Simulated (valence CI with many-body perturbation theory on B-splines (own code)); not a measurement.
Ir LXX: key properties

Method: valence CI with perturbative core correlation (CI+MBPT): six valence electrons over a frozen Dirac-Fock core [He], a basis of 9 s, 9 p, 8 d, 6 f, 3 g, 1 h functions for each j, with the one-electron correlation potential Σ1, the two-electron term Σ2, the three-electron term Σ3, Breit, model QED; selected CI, second order for the rest, scaled by the run's own slope (own B-spline code, finite nucleus).

No measured spectrum was set against this ion. As an estimate, large intervals hold to a few tenths of a per cent, small ones and those within an open d or f shell to about a per cent. Among the levels kept, up to 2200 cm⁻¹ of a level comes from second order outside the variational space, and about a tenth of that is noise between levels of different J, which matters for small intervals.

Levels are named by their leading jj configuration (3d3/2^4 stands for four electrons in 3d with j = 3/2), which in mixed levels can hold well under half, so a name can repeat and another be missing.

Rates and lifetimes use the calculated energies. Strong lines usually hold to 10 to 20 %, long lifetimes can be off by a factor of two.

(1) What is the ground level?

(2) Where does the other parity begin?

(3) What is the ionisation energy?

(4) How well does LS coupling describe the low levels?

(5) Among levels below 94213 × 10³ cm⁻¹, which E1 lines absorb most strongly from the ground level?

(6) Name the longest-lived excited levels whose lifetime is computed, and their main decay.

(7) What are the static dipole polarisabilities of the lowest levels?

## Answers

(1) (2s^2 2p1/2^2 2p3/2^2) J=2, composition 68 % 2s2.2p4 3P + 32 % 2s2.2p4 1D, g = 1.301.

(2) At (2s 2p1/2^2 2p3/2^3) J=2, 17068 × 10³ cm⁻¹.

(3) 17772 eV; NIST lists 17770 ± 50 eV (theoretical).

(4) Among the lowest 20 levels the leading LS term, summed over configurations, holds 60 % on average. For single configurations the figures are 60 % in LS and 100 % in jj coupling. Terms mix most in the J = 2 level at 76639 × 10³ cm⁻¹, where the leading one holds 26 %.

(5) to (2s^2 2p1/2^2 2p3/2 3d5/2) J=3 at 0.1208 nm, f = 0.833; to (2s^2 2p1/2^2 2p3/2 3d5/2) J=2 at 0.1210 nm, f = 0.267; to (2s 2p1/2^2 2p3/2^2 3p1/2) J=3 at 0.1074 nm, f = 0.147.

(6) (2s^2 2p1/2^2 2p3/2^2) J=0 at 522.01 × 10³ cm⁻¹ lives 10.3 ms, mostly by E2 to (2s^2 2p1/2^2 2p3/2^2) J=2; (2s^2 2p1/2 2p3/2^3) J=2 at 13723 × 10³ cm⁻¹ lives 45.4 ps, mostly by M1 to (2s^2 2p1/2^2 2p3/2^2) J=2; (2s^2 2p1/2 2p3/2^3) J=1 at 13572 × 10³ cm⁻¹ lives 20.2 ps, mostly by M1 to (2s^2 2p1/2^2 2p3/2^2) J=2.

(7) (2s^2 2p1/2^2 2p3/2^2) J=2 4.81e-05 (tensor 8.1e-07); (2s^2 2p1/2^2 2p3/2^2) J=0 4.71e-05 bohr³, of which the core gives 1.80e-07.
